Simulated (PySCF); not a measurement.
## Ionisation energy of Hf⁶⁶⁺ by level of theory

Hf⁶⁶⁺ [He] 2s2 2p2 [2p1/2^2, M_J = 0] → Hf⁶⁷⁺ [He] 2s2 2p1 [2p1/2^1, M_J = 1/2], as a difference of total energies. Computed with PySCF 2.14 in an even-tempered Gaussian basis (16 s from 51 bohr⁻², ratio 2.4; 13 p from 66 bohr⁻², ratio 2.4; 5 d from 220 bohr⁻², ratio 2.6; 4 f from 320 bohr⁻², ratio 2.6), with the two-component X2C-1e Hamiltonian. Correlated levels: nothing frozen; the 28 highest virtual spinors dropped. "Screened" scales the spin-orbit matrix elements by Boettger's factors to mimic the two-electron term; Breit and QED terms are absent.

```
                    method  ionisation energy (eV)
           GHF (spin-free)                 16438.8
          GMP2 (spin-free)                 16438.9
 GHF (screened spin-orbit)                 17308.3
GMP2 (screened spin-orbit)                 17310.5
```

Q: How much does correlation contribute at GMP2 (screened spin-orbit)?

A: 17310.5 − (17308.3) = 2.2 eV, measured against GHF (screened spin-orbit).

For this ion Breit and QED terms and the two-electron picture change, all absent here, outweigh the correlation shift from GHF to GMP2.

The spin-free rows relax to the high-spin LS determinant and lack the spin-orbit shift.

The labels give the starting determinants; with spin-orbit coupling the two ends relaxed to ⟨J²⟩ = 0.00, ⟨L²⟩ = 1.33, ⟨S²⟩ = 1.33 and ⟨J²⟩ = 0.75, ⟨L²⟩ = 2.00, ⟨S²⟩ = 0.75.

For comparison: 17280 ± 40 eV (theoretical estimate listed by NIST; NIST Atomic Spectra Database, ionization energies).
